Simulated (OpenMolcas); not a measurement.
N+: from RASSCF to RASPT2

```yaml
Program: OpenMolcas 26.06
Basis: ANO-RCC-VQZP [5s4p3d2f1g]
Scalar_Hamiltonian: DKH2, point nucleus
Active_space: 4 electrons in 9 orbitals (RAS2 2s 2p; RAS3 3d, at most 2 electrons)
State_averaging: 2S+1 = 3 even, 6 roots; 2S+1 = 1 even, 11 roots; 2S+1 = 5 odd, 1 root; 2S+1 = 3 odd, 9 roots; 2S+1 = 1 odd, 8 roots
Spin-orbit_coupling: RASSI with atomic mean-field integrals over the reference wave functions, term energies averaged over their components
```

Methods on the same reference wave functions:
A. RASSCF
B. SS-RASPT2, IPEA 0.25 Eh, imaginary shift 0.1 Eh (closed shells correlated: 1s)
C. MS-RASPT2, IPEA 0.25 Eh, imaginary shift 0.1 Eh (closed shells correlated: 1s)

Energies in cm-1 above 2s2 2p2 3P0, the measured ground level; measured values from NIST Handbook of Basic Atomic Spectroscopic Data.

| Level | A | B | C | Measured |
| --- | --- | --- | --- | --- |
| 2s2 2p2 3P0 | 0.0 | 0.0 | 0.0 | 0.0 |
| 2s2 2p2 3P1 | 44.1 | 44.2 | 44.3 | 48.7 |
| 2s2 2p2 3P2 | 131 | 131 | 132 | 131 |
| 2s2 2p2 1D2 | 17521 | 15580 | 15570 | 15316 |
| 2s2 2p2 1S0 | 36528 | 32910 | 32920 | 32689 |
| 2s 2p3 5S* 2 | 42851 | 45650 | 45660 | 46785 |
| 2s 2p3 3D* 1 | 93866 | 91730 | 91740 | 92251 |
| 2s 2p3 3D* 2 | 93867 | 91730 | 91740 | 92250 |
| 2s 2p3 3D* 3 | 93868 | 91730 | 91750 | 92236 |
| 2s 2p3 3P* 0 | 113825 | 109170 | 109180 | 109223 |
| 2s 2p3 3P* 1 | 113825 | 109170 | 109180 | 109216 |
| 2s 2p3 3P* 2 | 113825 | 109170 | 109180 | 109217 |
| 2s 2p3 1D* 2 | 150060 | 144570 | 144580 | 144188 |
| 2s 2p3 3S* 1 | 160897 | 156070 | 156080 | 155127 |
| 2s 2p3 1P* 1 | 172926 | 164510 | 164520 | 166766 |

Deviations, from unrounded energies. A percentage is the sum of absolute deviations over the sum of measured energies, with the sign that they share, or ± where signs differ.

```tsv
Against measurement	Levels	A	B	C
mean absolute deviation (cm-1)	14	3300	490	490
fine structure of the ground term (%)	2	±2.8	±2.8	±3.0
other terms of the ground configuration (%)	2	+12.6	+1.0	+1.0
other configurations (%)	10	±3.6	±0.6	±0.6
```

B, C lie about equally close to measurement and A furthest from it. The largest miss of C in the table is 2s 2p3 1P* 1, by -2200 cm-1. The ranking rests on the paired levels alone, and a cruder setting can come out closer through cancelling errors.

Between B and C the level of the table that moves most is 2s 2p3 3S* 1, by 11 cm-1 (lowest in B, highest in C). Moves below CASPT2's spread within the term are not significant.

The two smallest mean deviations differ by little beside CASPT2's spread within terms, so their order carries little weight.

From A to B the spin-free energies of the other terms of 2s2 2p2 shown, above 3P, scale by factors of 0.89 to 0.90.

The lowest spin-free term lies below A's lowest term by 0.048 hartree in B, 0.048 hartree in C.

Term energies are means over components that CASPT2 splits; among the terms shown or strongly mixed into the levels shown the widest spread is 54 cm-1 (2s 2p3 3D*, C). Active for correlation alone: 3d; no level in the range computed is led by a configuration that fills it, so any true level of that kind is missing. Without dynamic correlation excited terms often stand tens of per cent too high (terms of higher spin than the ground term too low), and those without a measured partner can miss by more than the paired ones (holds for A). Computed and measured levels are paired by configuration, term and J; levels that our copy of the source lacks, or whose pairing is in doubt (as where it misses far off the trend of its configuration), stay unpaired and out of the deviations. Only configurations of the active space appear. The table leaves out levels that lie high or whose names do not pair safely across all columns.

* marks odd parity.
